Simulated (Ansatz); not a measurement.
Ansatz (an electronic-structure program) input (B3LYP-D3(BJ)/def2-TZVP):

Ansatz 0.2 input:
```yaml
crystal:
  periodic: [false, false, false]
  atoms:
    - {symbol: Si, position_ang: [1.05830516, 0.10016730, 0.34374096]}
    - {symbol: C, position_ang: [-0.83043963, -0.10002918, 0.21183696]}
    - {symbol: Cl, position_ang: [1.98417961, -1.36538389, -0.73218279]}
    - {symbol: Cl, position_ang: [1.61349003, 1.90708220, -0.42400565]}
    - {symbol: H, position_ang: [-1.15318545, -1.05680418, 0.60909387]}
    - {symbol: H, position_ang: [-1.34862085, 0.68393801, 0.75450829]}
    - {symbol: H, position_ang: [-1.13747099, -0.04744702, -0.83199215]}
basis:
  gaussian:
    orbitals: def2-TZVP
hamiltonian:
  xc: b3lyp
  dispersion: d3bj
magnetization: {spin_polarized: true, initial_magnetization: 1}
relax: {f_tol: 0.002, max_steps: 150}
```

Output:

```
Functional definition: B3LYP
integrals: 0.09 GiB planned
1099 factors; their error is unknown
mean field: 1.04 GiB planned
mean field evaluation 1: about -34006.5701 eV, gradient 3.9e1 eV
mean field evaluation 2: about -34000.9500 eV, gradient 4.7e1 eV
mean field evaluation 4: about -34013.4827 eV, gradient 2.7e0 eV
mean field evaluation 8: about -34013.5160 eV, gradient 3.4e-2 eV
mean field evaluation 16: about -34013.5942 eV, gradient 4.9e-5 eV
mean field -34013.59416376 eV, -1249.9765302759 hartree, gradient 1.8e-5 eV, S^2 0.751772; 0 other end points of the search recorded, 0 dependent functions left out
the calculation of the forces begins
reference -34013.59442618 eV, -1249.9765399196 hartree; 29, 28 occupied and 131, 132 virtual orbitals, 1099 factors
relax step   1: F+E_penalty+E_count = -34013.96463543 eV  Δ(F+E_penalty+E_count) = +0.000e0 eV  max|allowed force component| = 8.503e-1 eV/Å  Δτ_max = 0.0000 Å  (31 SCF iters, accepted)
these checks for a lower state are left out or cut short: starts, cluster_reference, orbital_swaps, neighbouring_geometries, increment
integrals: 0.09 GiB planned
1099 factors; their error is unknown
mean field: 1.04 GiB planned
mean field -34013.62565062 eV, -1249.9776873968 hartree, gradient 1.1e-5 eV, S^2 0.751821; 0 other end points of the search recorded, 0 dependent functions left out
the calculation of the forces begins
reference -34013.62591241 eV, -1249.9776970173 hartree; 29, 28 occupied and 131, 132 virtual orbitals, 1099 factors
relax step   2: F+E_penalty+E_count = -34013.99557511 eV  Δ(F+E_penalty+E_count) = -3.094e-2 eV  max|allowed force component| = 2.653e-1 eV/Å  Δτ_max = 0.0492 Å  (32 SCF iters, accepted)
these checks for a lower state are left out or cut short: starts, cluster_reference, orbital_swaps, neighbouring_geometries, increment
integrals: 0.09 GiB planned
1099 factors; their error is unknown
mean field: 1.04 GiB planned
mean field evaluation 32: about -34013.6270 eV, gradient 2.5e-5 eV
mean field -34013.62696751 eV, -1249.9777357916 hartree, gradient 2.5e-5 eV, S^2 0.751803; 0 other end points of the search recorded, 0 dependent functions left out
the calculation of the forces begins
reference -34013.62722917 eV, -1249.9777454076 hartree; 29, 28 occupied and 131, 132 virtual orbitals, 1099 factors
relax step   3: F+E_penalty+E_count = -34013.99762515 eV  Δ(F+E_penalty+E_count) = -2.050e-3 eV  max|allowed force component| = 5.859e-2 eV/Å  Δτ_max = 0.0114 Å  (32 SCF iters, accepted)
these checks for a lower state are left out or cut short: starts, cluster_reference, orbital_swaps, neighbouring_geometries, increment
integrals: 0.09 GiB planned
1099 factors; their error is unknown
mean field: 1.04 GiB planned
mean field -34013.62698190 eV, -1249.9777363203 hartree, gradient 1.2e-5 eV, S^2 0.751797; 0 other end points of the search recorded, 0 dependent functions left out
the calculation of the forces begins
reference -34013.62724353 eV, -1249.9777459353 hartree; 29, 28 occupied and 131, 132 virtual orbitals, 1099 factors
relax step   4: F+E_penalty+E_count = -34013.99770506 eV  Δ(F+E_penalty+E_count) = -7.992e-5 eV  max|allowed force component| = 1.657e-2 eV/Å  Δτ_max = 0.0016 Å  (26 SCF iters, accepted)
these checks for a lower state are left out or cut short: starts, cluster_reference, orbital_swaps, neighbouring_geometries, increment
integrals: 0.09 GiB planned
1099 factors; their error is unknown
mean field: 1.04 GiB planned
mean field -34013.62710016 eV, -1249.9777406665 hartree, gradient 1.7e-5 eV, S^2 0.751795; 0 other end points of the search recorded, 0 dependent functions left out
the calculation of the forces begins
reference -34013.62736185 eV, -1249.9777502832 hartree; 29, 28 occupied and 131, 132 virtual orbitals, 1099 factors
relax step   5: F+E_penalty+E_count = -34013.99770876 eV  Δ(F+E_penalty+E_count) = -3.700e-6 eV  max|allowed force component| = 1.365e-2 eV/Å  Δτ_max = 0.0039 Å  (25 SCF iters, accepted)
these checks for a lower state are left out or cut short: starts, cluster_reference, orbital_swaps, neighbouring_geometries, increment
integrals: 0.09 GiB planned
1099 factors; their error is unknown
mean field: 1.04 GiB planned
mean field -34013.62696378 eV, -1249.9777356544 hartree, gradient 2.0e-5 eV, S^2 0.751796; 0 other end points of the search recorded, 0 dependent functions left out
the calculation of the forces begins
reference -34013.62722541 eV, -1249.9777452691 hartree; 29, 28 occupied and 131, 132 virtual orbitals, 1099 factors
relax step   6: F+E_penalty+E_count = -34013.99771246 eV  Δ(F+E_penalty+E_count) = -3.701e-6 eV  max|allowed force component| = 5.835e-3 eV/Å  Δτ_max = 0.0016 Å  (25 SCF iters, accepted)
these checks for a lower state are left out or cut short: starts, cluster_reference, orbital_swaps, neighbouring_geometries, increment
integrals: 0.09 GiB planned
1099 factors; their error is unknown
mean field: 1.04 GiB planned
mean field -34013.62702472 eV, -1249.9777378941 hartree, gradient 8.8e-5 eV, S^2 0.751796; 0 other end points of the search recorded, 0 dependent functions left out
the calculation of the forces begins
reference -34013.62728637 eV, -1249.9777475094 hartree; 29, 28 occupied and 131, 132 virtual orbitals, 1099 factors
relax step   7: F+E_penalty+E_count = -34013.99771692 eV  Δ(F+E_penalty+E_count) = -4.457e-6 eV  max|allowed force component| = 2.201e-3 eV/Å  Δτ_max = 0.0007 Å  (22 SCF iters, accepted)
these checks for a lower state are left out or cut short: starts, cluster_reference, orbital_swaps, neighbouring_geometries, increment
integrals: 0.09 GiB planned
1099 factors; their error is unknown
mean field: 1.04 GiB planned
mean field -34013.62702134 eV, -1249.9777377698 hartree, gradient 2.2e-5 eV, S^2 0.751796; 0 other end points of the search recorded, 0 dependent functions left out
the calculation of the forces begins
reference -34013.62728299 eV, -1249.9777473851 hartree; 29, 28 occupied and 131, 132 virtual orbitals, 1099 factors
relax step   8: F+E_penalty+E_count = -34013.99771721 eV  Δ(F+E_penalty+E_count) = -2.878e-7 eV  max|allowed force component| = 2.803e-4 eV/Å  Δτ_max = 0.0005 Å  (23 SCF iters, accepted)
integrals: 0.09 GiB planned
1099 factors; their error is unknown
mean field: 1.04 GiB planned
mean field evaluation 64: about -34001.2372 eV, gradient 4.6e1 eV
mean field -34013.62702134 eV, -1249.9777377698 hartree, gradient 2.2e-5 eV, S^2 0.751796; 1 other end points of the search recorded, 0 dependent functions left out
the calculation of the forces begins
reference -34013.62728299 eV, -1249.9777473851 hartree; 29, 28 occupied and 131, 132 virtual orbitals, 1099 factors
Total energy: -34013.99797885 eV, -1249.9913702070 hartree
Atom 0 at     1.033744     0.097707     0.361235 Å, force    -0.000206     0.000031    -0.000013 eV/Å
Atom 1 at    -0.822372    -0.098703     0.209337 Å, force    -0.000114    -0.000084     0.000280 eV/Å
Atom 2 at     1.958540    -1.401739    -0.731594 Å, force     0.000001    -0.000079     0.000068 eV/Å
Atom 3 at     1.580631     1.934862    -0.428470 Å, force     0.000019     0.000064    -0.000014 eV/Å
Atom 4 at    -1.130418    -1.067681     0.602977 Å, force     0.000179     0.000034    -0.000098 eV/Å
Atom 5 at    -1.329662     0.692639     0.761784 Å, force     0.000203    -0.000040    -0.000010 eV/Å
Atom 6 at    -1.104205    -0.035562    -0.844269 Å, force    -0.000082     0.000074    -0.000213 eV/Å
Dipole moment:    -0.384210    -0.059357     0.174322 e Å
```

It need not be the lowest isomer of its formula.
